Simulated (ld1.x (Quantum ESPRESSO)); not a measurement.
Configuration tests for silicon (Si) (TM)

```json
{
  "Element": "silicon",
  "Generator": "ld1.x (Quantum ESPRESSO) 7.5",
  "Type": "norm-conserving Troullier–Martins (Kleinman–Bylander form)",
  "Functional": "LDA (PZ)",
  "Relativity": "scalar-relativistic",
  "Frozen core": "[Ne]",
  "Valence charge": "4",
  "Reference configuration": "3s2 3p2",
  "Partial waves": "3s (bound): rc 1.70 bohr; 3d channel at -0.2 Ry: rc 1.65 bohr; 3p (bound): rc 1.85 bohr",
  "Local potential": "the p channel",
  "Core correction": "none"
}
```

Energies are relative to the spin-unpolarised reference configuration 3s2 3p2; without spin polarisation the order of configurations can differ from experiment. Spin-polarised rows fill each open shell by Hund’s rule, majority spin first.

Task: Give the all-electron excitation energy and the error of the potential for: 3s2 3p1; 3s2 3p0; 3s1 3p0; 3s1 3p3; 3s1 3p2; 3s0 3p4; 3s2 3p1.5; 3s2 3p2 (spin-polarised); 3s2 3p1 (spin-polarised).

Result:

```json
{"valence configuration": "3s2 3p1", "charge": "+1", "ΔE all-electron (eV)": "7.829", "error AE − PS (meV)": "+3.3"}
{"valence configuration": "3s2 3p0", "charge": "+2", "ΔE all-electron (eV)": "23.943", "error AE − PS (meV)": "+33"}
{"valence configuration": "3s1 3p0", "charge": "+3", "ΔE all-electron (eV)": "58.088", "error AE − PS (meV)": "+225"}
{"valence configuration": "3s1 3p3", "charge": "0", "ΔE all-electron (eV)": "6.807", "error AE − PS (meV)": "+4.1"}
{"valence configuration": "3s1 3p2", "charge": "+1", "ΔE all-electron (eV)": "15.242", "error AE − PS (meV)": "+15"}
{"valence configuration": "3s0 3p4", "charge": "0", "ΔE all-electron (eV)": "13.779", "error AE − PS (meV)": "+18"}
{"valence configuration": "3s2 3p1.5", "charge": "+0.5", "ΔE all-electron (eV)": "2.965", "error AE − PS (meV)": "+0.4"}
{"valence configuration": "3s2 3p2 (spin-polarised)", "charge": "0", "ΔE all-electron (eV)": "-0.611", "error AE − PS (meV)": "+41"}
{"valence configuration": "3s2 3p1 (spin-polarised)", "charge": "+1", "ΔE all-electron (eV)": "7.624", "error AE − PS (meV)": "+21"}
```

Levels in the configuration 3s2 3p0:

```json
{"level": "3s", "all-electron (eV)": "-28.665", "pseudo (eV)": "-28.582"}
```
